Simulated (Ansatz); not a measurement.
`[CH3][Sn][Cl]`. Charge 0, multiplicity 1. Correlated methods include outer-core shells of Sn, which these sets cover unevenly. Sn takes the def2 core potential.

```xyz
6

C    -0.611   -0.076    0.323
Sn    1.325   -1.006   -0.033
Cl    2.104    0.773   -1.412
H    -1.100    0.117   -0.636
H    -0.457    0.890    0.813
H    -1.260   -0.697    0.944
```

**Question.** Give the diagnostics of a CCSD(T)/def2-TZVPP run (frozen core, Ansatz 0.2.0). (Estimate.)

**Answer.** The calculation gave: T1 = 0.0134, largest single amplitude 0.026, largest double 0.051, (T) share of the correlation energy 3.5 %, 9 CCSD cycles. The RHF solution is stable towards an unrestricted one. T1 lies under the customary mark of 0.02 for closed shells.
